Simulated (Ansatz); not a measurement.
Isolated molecules relaxed with PBE0-D4/def2-TZVP in Ansatz; ΔE leaves out vibrations. CCSD(T)/CBS adds triple-zeta CCSD(T) − MP2 to the extrapolated MP2 energy (def2 sets, frozen cores). Functionals use def2-TZVPP. Elements past krypton have def2 core potentials. For Ga, Sb outer-core shells are correlated without core-valence functions, which leaves a few kJ/mol of doubt a bond. Scalar relativity is left out up to krypton. Each species was taken in one conformer, which may not be the lowest.

Consider the cleavage of the Si–Sb bond: `[SiH3][SbH][Cl]` + `[OH][GaH][F]` → `[F][GaH][O][SiH3]` + `[Cl][SbH2]`.

```csv
species,BHLYP-D4 energy (Eh)
`[SiH3][SbH][Cl]`,-992.34580
`[OH][GaH][F]`,-2101.17525
`[F][GaH][O][SiH3]`,-2391.92749
`[Cl][SbH2]`,-701.62447
```

Q: Work out ΔE.

A: ΔE = (-2391.92749) + (-701.62447) − (-992.34580) − (-2101.17525) = -0.03091 Eh = -0.84 eV. CCSD(T)/CBS gives -0.70 eV.

Q: What do rigid-rotor, harmonic-oscillator terms from PBE0-D4/def2-TZVP frequencies (298.15 K, 1 bar) make of the CCSD(T)/CBS value? (Best estimate.)

A: Computed: ΔZPE = -0.06 eV, ΔH = -0.76 eV, ΔS = 7 J/(mol·K), ΔG = -0.78 eV. Modes under 50 cm⁻¹ make the entropy rough.

Largest T1 diagnostic among the species: 0.015.

Leaving LDA and LC-ωPBE aside and taking each functional with its dispersion term where it has one, the values, not all of them listed here, spread over 0.35 eV, from BHLYP-D4 to PBE-D4. In def2-TZVPP, CCSD(T) changes the Hartree–Fock value by +0.27 eV (the triples alone add +0.04 eV) and MP2 by +0.29 eV.
